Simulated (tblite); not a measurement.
Compound: C5H12ClFSi.
Z-matrix (Å and degrees, GFN2-xTB geometry), rows numbered from 1:
```
C 
C   1  1.5236
C   2  1.5269  1  113.21
C   3  1.5293  2  114.23  1    60.85
Si  4  1.8957  3  114.56  2    55.63
C   5  1.9339  4  106.67  3   167.25
F   6  1.3664  5  110.95  4    57.98
Cl  6  1.7832  5  109.70  4   -61.36
H   1  1.0865  2  110.99  3   -66.33
H   1  1.0876  2  110.25  3   173.86
H   1  1.0879  2  110.45  3    54.22
H   2  1.0924  1  109.53  3   122.13
H   2  1.0927  1  108.89  3  -120.44
H   3  1.0935  2  108.73  1   -60.97
H   3  1.0924  2  108.40  1  -177.52
H   4  1.0932  3  108.03  2   177.25
H   4  1.0923  3  109.42  2   -67.74
H   5  1.4637  4  113.91  3    51.78
H   5  1.4671  4  114.32  3   -77.79
H   6  1.0922  5  114.95  4   178.65
```

Method: GFN2-xTB as coded in tblite; computed harmonic values from a numerical Hessian at the method's own geometry, unscaled. The method is semi-empirical: single wavenumbers can be off by several per cent or more. Modes of hydrogen on silicon can be 10 to 20 % off. One conformer, not necessarily the lowest.

Harmonic wavenumbers (cm⁻¹): 27.2, 38.7, 71.6, 84.6, 150.8, 162.7, 193.9, 257.3, 301.5, 347.9, 383.5, 444.2, 470.2, 579.4, 597.8, 693.4, 737.3, 743.3, 754.1, 775.0, 825.1, 906.5, 917.4, 1022.1, 1027.8, 1060.0, 1087.4, 1150.0, 1152.8, 1164.2, 1227.2, 1264.3, 1272.0, 1295.0, 1354.5, 1358.1, 1414.2, 1454.4, 1492.3, 1496.4, 1504.3, 1511.7, 2240.0, 2272.8, 2937.4, 2953.6, 2957.0, 2967.1, 2975.2, 2977.2, 2982.6, 3032.9, 3037.2, 3047.9.

A = 2726, B = 602.5, C = 559.2 MHz; mass 154.038 u (most abundant isotopes); point group C1, symmetry number 1.

Zero-point energy?

Half the sum of the wavenumbers: 34576 cm⁻¹ = 98.86 kcal/mol.

Entropy at 273.15 K, 1 bar (ideal gas, RRHO, classical rotation)?

Translation 40.60, rotation 29.98, vibration 34.04: S = 104.6 cal/(mol K).

And Cp and H(273.15 K) − H(0)?

Cp = 38.93 cal/(mol K), of which vibrations give 30.98 (their classical limit is 54 R = 107.3); H(273.15 K) − H(0) = 6.71 kcal/mol without the zero-point energy, 4.53 from vibrations.

How do the functions run with temperature in this model?

```tsv
T (K)	S (cal/(mol K))	Cp (cal/(mol K))	H − H(0) (kcal/mol)	G − H(0) (kcal/mol)	ln q(vib)
150	85.5	26.3	2.70	-10.12	4.85
250	101.3	36.5	5.83	-19.49	8.06
298.15	108.1	41.6	7.71	-24.53	9.54
400	121.8	51.8	12.48	-36.25	12.56
600	146.0	67.8	24.53	-63.09	18.25
900	176.7	83.3	47.38	-111.65	26.14
```

q(vib) and H(0) count from the zero-point level.

What must be added to the electronic energy to get the Gibbs energy at 273.15 K and 1 bar?

ZPE + [H(273.15 K) − H(0)] − T·S = 98.86 + 6.71 − 28.57 = 77.00 kcal/mol.

Hindered rotation and anharmonicity are outside this model. Other conformers, if any are populated, would add a mixing term that is left out. The structure is chiral; the term R ln 2 for an equal mix with its mirror image is left out.

Time: 0.78 s of wall time. Hardware: an Arm Neoverse V2 with one thread, on a shared host. The figure is for the frequency step alone.
